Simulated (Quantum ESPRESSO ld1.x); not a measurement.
Task: The mean radii <r> (bohr) of the occupied orbitals of an atom or ion are listed with their occupations. Calculated with ld1.x of Quantum ESPRESSO 7.5: scalar-relativistic Kohn-Sham, exchange-only LDA, spin-polarised, spherical densities, point nucleus.

orbital  occ.      <r>
1s down     1  0.01774
1s up       1  0.01774
2s up       1  0.07493
2s down     1  0.07493
2p up       3  0.06730
2p down     3  0.06730
3s up       1   0.1940
3s down     1   0.1940
3p up       3   0.1947
3p down     3   0.1947
3d up       5   0.1763
3d down     5   0.1763
4s up       1   0.4321
4s down     1   0.4321
4p up       3   0.4598
4p down     3   0.4597
4d up       5   0.4895
4d down     5   0.4892
5s up       1    1.008
5s down     1    1.002
4f up       7   0.5585
5p up       3    1.173
4f down     7   0.5553
5p down     3    1.164
5d up       5    1.705
5d down     1    1.723

Name the element and its charge. Open shells, if any, are filled with parallel spins first.

Result: Z = 76, osmium, charge +2: Os2+ in [Xe] 4f14 5d6. The 1s radius gives Z: for a bare nucleus <r> = (2 gamma + 1)/(2Z) with gamma = sqrt(1 - (Z/c)^2), 0.01753 bohr for Z = 76, and screening makes it slightly larger (0.01774 here). The occupations add up to 74, and the charge is Z minus that.
